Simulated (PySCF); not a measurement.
Compound: C₆H₅NO₂.
SMILES with atom numbers: `[O:1]=[CH:2][O:3][c:4]1[cH:5][cH:6][cH:7][n:8][cH:9]1`

Definitions: NICS(0) = −σiso at the ring centroid; NICS(1) = −σiso and NICS(1)zz = −σzz at ±1 Å along the ring normal z. Level: GIAO PBE0/pcSseg-1 (PySCF, non-relativistic, gas phase) on the GFN2-xTB geometry, one conformer.

Ring bond lengths (Å), with Mayer bond orders in brackets: C4–C5 1.389 (1.41), C5–C6 1.387 (1.41), C6–C7 1.385 (1.40), C7–N8 1.324 (1.46), N8–C9 1.316 (1.51), C9–C4 1.396 (1.35).

Task: Give the NICS values of each ring in ppm.

Result: 
```json
{"ring": "C4–C5–C6–C7–N8–C9", "type": "6-membered ring with N; formal bonds all aromatic", "NICS(0)": "-8.7", "NICS(1), two faces": "-11.3 / -11.2", "NICS(1)zz, two faces": "-28.3 / -27.9", "rms pucker (Å)": "0.00", "centre to ring atoms, mean (Å)": "1.37"}
```

Task: What do they say, and how far can they be read as aromaticity?

Result: 
- C4–C5–C6–C7–N8–C9: mean NICS(1)zz -28.1 ppm, shielded, aromatic by this magnetic criterion (flat ring, no four-coordinate atom).

Task: And the bond-length index? HOMA = 1 − mean of α(R − Ropt)² over the ring bonds, with Krygowski's 1993 parameters (CC: Ropt 1.388 Å, α 257.7 Å⁻²; CN: Ropt 1.334 Å, α 93.52 Å⁻²).

Result: 
- C4–C5–C6–C7–N8–C9: HOMA 0.99; the largest term is that of N8–C9, α(R − Ropt)² = 0.03. The geometric and the magnetic index point the same way.

Task: What field does 1 T along the ring normal induce along that normal at the second NICS(1) probe listed for ring C4–C5–C6–C7–N8–C9, 1 Å off the ring?

Result: NICSzz × B0 = -27.9 ppm × 1 T = -28 μT, against the applied field.

Task: What are the shieldings of the ring atoms and their hydrogens in the same run (means over atoms taken as equivalent)?

Result: 
| atoms | environment | σ isotropic (ppm) | principal values of the symmetric part, first atom (ppm) |
| --- | --- | --- | --- |
| C4 | aromatic carbon bearing oxygen | 32.0 | -63.7, 44.8, 114.9 |
| C5 | aromatic CH carbon | 53.4 | -34.5, 17.7, 176.9 |
| C6 | aromatic CH carbon | 58.4 | -52.7, 52.5, 175.3 |
| C7 | aromatic CH next to a ring nitrogen | 34.1 | -74.0, 26.7, 149.5 |
| N8 | pyridine-type nitrogen | -96.1 | -414.4, -174.1, 300.3 |
| C9 | aromatic CH next to a ring nitrogen | 39.8 | -50.9, 31.3, 139.0 |
| H on C5 | aromatic hydrogen | 22.58 | 16.8, 22.5, 28.4 |
| H on C6 | aromatic hydrogen | 24.22 | 21.4, 23.7, 27.6 |
| H on C7 | aromatic hydrogen | 22.87 | 19.0, 22.9, 26.6 |
| H on C9 | aromatic hydrogen | 22.87 | 18.8, 22.1, 27.7 |

The values belong to the conformer `[O:1]=[CH:2][O:3][c:4]1[cH:5][cH:6][cH:7][n:8][cH:9]1`: O1–C2–O3–C4 -1°, C2–O3–C4–C5 -20°.
